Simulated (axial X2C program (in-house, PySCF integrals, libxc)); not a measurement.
**Curves of LiIr⁺ by EOM-EA-CCSD**

Calculated with an axial X2C code built on PySCF integrals: two-component X2C with atomic mean-field Coulomb and Gaunt terms, Gaussian nuclei, basis Ir dyall-acv3z, Li dyall-acv3z with contracted cores.

Energies in eV from the lowest point of the lowest state; states are followed by energy order within each Ω. Reference: LiIr²⁺, 8 electrons correlated in 92 virtual spinors with an MP2 remainder; levels at this size can be off by some tenths of an eV. Masses 192.963 and 7.016 u.

```csv
R (Å),(1)Ω=1/2,(1)Ω=3/2
2.421,0.0938,0.9346
2.526,0.0264,0.8942
2.631,0.0000,0.8979
2.749,0.0048,0.9402
2.868,0.0341,1.0099
3.026,0.0962,1.1279
```

Problem. Fit the curves (1)Ω=1/2, (1)Ω=3/2 near their minima.

Solution. At EOM-EA-CCSD from LiIr²⁺ (the fit fixes ωe to about one per cent; ωe of higher roots by this method can be off by ten per cent):

```json
{"state": "(1)Ω=1/2", "Te (cm⁻¹)": "0", "Re (Å)": "2.670", "ωe (cm⁻¹)": "303.9"}
{"state": "(1)Ω=3/2", "Te (cm⁻¹)": "7200", "Re (Å)": "2.567", "ωe (cm⁻¹)": "376.3"}
```

T1 of the reference reaches 0.023 (Lee–Taylor). Curves followed by order can swap character. Number of frozen shells: Ir 5 s, 4 p, 2 d, 1 f; Li 1 s. Roots with under 60 % one-particle weight at any point are counted in the labels but not shown, and the list ends where the roots sought for some Ω run out; states that need a further excitation are missing and may lie low or lowest. Curves with a minimum but no constants failed the fit check.
